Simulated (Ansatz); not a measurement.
(NaCl)n off: gap (eV) at several levels, gas phase, relaxed structures; Ansatz. Clusters are the lowest isomers that short searches found in that spin, judged at the geometry's level. HOMO and LUMO are taken over both spins. The structures are stationary points that may keep the symmetry of their start.

```
species    state           geometry  PBE-D4/def2-SVP  PBE-D4/def2-TZVP  r2SCAN-D4/def2-TZVP  PBE0-D4/def2-SVP
  Na2Cl  doublet  PBE0-D4/def2-TZVP             0.79              0.85                 0.96              1.87
 Na2Cl3  doublet    PBE-D4/def2-SVP             0.42              0.41                 0.80              2.58
 Na3Cl2  doublet   PBE0-D4/def2-SVP             0.80              0.86                 1.01              1.90
```

Question: Estimate the column for PBE0-D4/def2-TZVP.

Answer: Na2Cl 1.94; Na2Cl3 2.63; Na3Cl2 1.98.

Over the 3 species that have every level, the mean is 0.67 at PBE-D4/def2-SVP, 0.71 at PBE-D4/def2-TZVP, 0.92 at r2SCAN-D4/def2-TZVP, 2.12 at PBE0-D4/def2-SVP, 2.18 at PBE0-D4/def2-TZVP. Orbital gaps grow with the share of exact exchange and aren't one observable across functionals.
